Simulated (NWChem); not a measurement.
Everything below was run with NWChem. System: H$_{3}$Ge, charge 0, spin multiplicity 2, at a geometry optimised with UPBE/def2-SVP. The structure started from a generated list of species. Its SCF solution wasn't tested for a lower state. Level: G0W0@UCAM-B3LYP/def2-TZVP, RI basis def2-tzvp-rifit.

Output (cleaned and shortened):

```
             Northwest Computational Chemistry Package (NWChem) 7.3.0
             --------------------------------------------------------

                                NWChem Input Module
                                -------------------

 Scaling coordinates for geometry "geometry" by  1.889725989
 (inverse scale =  0.529177249)

 Turning off AUTOSYM since
 SYMMETRY directive was detected!

                             Geometry "geometry" -> ""
                             -------------------------

 Output coordinates in angstroms (scale by  1.889725989 to convert to a.u.)

  No.       Tag          Charge          X              Y              Z
 ---- ---------------- ---------- -------------- -------------- --------------
    1 Ge                  32.0000     0.00040800     0.04143800     0.00000000
    2 H                    1.0000    -0.74366700    -0.43473500     1.28057200
    3 H                    1.0000    -0.74366700    -0.43473500    -1.28057200
    4 H                    1.0000     1.47427200    -0.45654800     0.00000000

 Effective nuclear repulsion energy (a.u.)      33.2742440732

            Nuclear Dipole moment (a.u.)
            ----------------------------
        X                 Y               Z
 ---------------- ---------------- ----------------
    -0.0000113384    -0.0000037795     0.0000000000

      Symmetry information
      --------------------

 Group name             Cs
 Group number              2
 Group order               2
 No. of unique centers     3

      Symmetry unique atoms

     1    2    4


 Summary of "ao basis" -> "" (spherical)
 ------------------------------------------------------------------------------
       Tag                 Description            Shells   Functions and Types
 ---------------- ------------------------------  ------  ---------------------
 *                         def2-tzvp                  on all atoms

 new library libraries.bse/

 Summary of "ri basis" -> "" (spherical)
 ------------------------------------------------------------------------------
       Tag                 Description            Shells   Functions and Types
 ---------------- ------------------------------  ------  ---------------------
 *                      def2-tzvp-rifit               on all atoms

                                 NWChem DFT Module
                                 -----------------

 Summary of "ao basis" -> "ao basis" (spherical)
 ------------------------------------------------------------------------------
[...]
           0.092199994993          23.606961379607           0.000000000000
           0.000000000000           0.000000000000          14.228634974934

     Multipole analysis of the density
     ---------------------------------

     L   x y z        total         alpha         beta         nuclear
     -   - - -        -----         -----         ----         -------
     0   0 0 0     -0.000000    -18.000000    -17.000000     35.000000

     1   1 0 0      0.000373     -0.003537      0.003922     -0.000011
     1   0 1 0      0.037298     -0.360339      0.397641     -0.000004
     1   0 0 1     -0.000000      0.000000     -0.000000      0.000000

     2   2 0 0    -15.090724    -14.382836    -12.419424     11.711536
     2   1 1 0     -0.001808      0.030341      0.060481     -0.092629
     2   1 0 1     -0.000000     -0.000000     -0.000000      0.000000
     2   0 2 0    -15.273871    -11.295922     -6.268331      2.290383
     2   0 1 1     -0.000000      0.000000     -0.000000      0.000000
     2   0 0 2    -15.090726    -14.382970    -12.419880     11.712124

 Task  times  cpu:        6.7s     wall:        6.7s

                                NWChem Input Module
                                -------------------

                                 NWChem GW Module
                                 ----------------

                             ***********************
                             ***        GW       ***
                             ***********************

 Summary of "ri basis" -> "ri basis" (spherical)
 ------------------------------------------------------------------------------
       Tag                 Description            Shells   Functions and Types
 ---------------- ------------------------------  ------  ---------------------
 Ge                     def2-tzvp-rifit             37      159   10s9p8d5f4g1h
 H                      def2-tzvp-rifit              7       15   4s2p1d

  int_init: cando_txs set to always be  F
  int_init: cando_txs set to always be  F

                 Memory Information
                 ------------------
          Available GA per process is          1699.9 MBs
          Available stack per process is        700.0 MBs
          Available heap per process is           0.0 MBs

          Peak memory in Initialization
              Peak GA per process is                  4.3 MBs
              Peak stack per process is               0.0 MBs
              Peak heap per process is                4.5 MBs
              Memory not in MA per process            0.0 MBs

          Peak memory in AFF Calculation
              Peak GA per process is                 28.5 MBs
              Peak stack per process is              22.0 MBs
              Peak heap per process is                0.0 MBs
              Memory not in MA per process           22.0 MBs

          Computing 2-center integrals
          Computing Inverse Cholesky factor
          Computing 3-center integrals
          Computing V_xc ...

          Computing Sigma_x
          Computing RPA polarizability
          Solving quasiparticle equations

                  Alpha Orbitals
          State     Energy (eV)     Error (eV)
          -----------------------------------
@GW        15        -17.811           0.004
@GW        16        -12.501           0.003
@GW        17        -12.501           0.003
@GW        18         -8.606           0.002
@GW        19          3.113           0.003
@GW        20          3.553           0.003

                   Beta Orbitals
          State     Energy (eV)     Error (eV)
          -----------------------------------
@GW        14        -36.767           0.004
@GW        15        -17.196           0.002
@GW        16        -12.207           0.003
@GW        17        -12.207           0.003
@GW        18         -0.380           0.003
@GW        19          3.339           0.003

   Applying  -1.0796 eV scissor-shift to rest of particle states

   Applying   1.3532 eV scissor-shift to rest of hole states

   Applying  -1.2304 eV scissor-shift to rest of particle states

   Applying   1.5081 eV scissor-shift to rest of hole states

     GW Timing Statistics
   ------------------------
   Init.   :          0.0s
     ERIs  :          0.2s
     Distr.:          0.0s
     Vxc   :          0.6s
   Sigma_x :          0.0s
   RPA     :          0.9s
   Wmn     :          0.0s
   Sigma_c :          0.0s
   GW total:          1.7s

 Task  times  cpu:        1.7s     wall:        1.7s

 Total times  cpu:        8.4s     wall:        8.4s
```

Q: Write an NWChem input that would produce this output.

A: This is not unique; one that fits is 
```
start mol
memory heap 200 mb stack 700 mb global 1700 mb
geometry units angstroms nocenter noautoz
  Ge     0.000408     0.041438     0.000000
  H     -0.743667    -0.434735     1.280572
  H     -0.743667    -0.434735    -1.280572
  H      1.474272    -0.456548     0.000000
  symmetry group Cs
end
basis spherical
  * library def2-tzvp
end
basis "ri basis" bse spherical
  * library def2-tzvp-rifit
end
dft
  xc xcamb88 1.00 lyp 0.81 vwn_5 0.19 hfexch 1.00
  cam 0.33 cam_alpha 0.19 cam_beta 0.46
  odft
  mult 2
  direct
  iterations 100
  tolerances tight
end
task dft energy
gw
  states alpha occ 4 vir 2
  states beta occ 4 vir 2
end
task dft gw
```
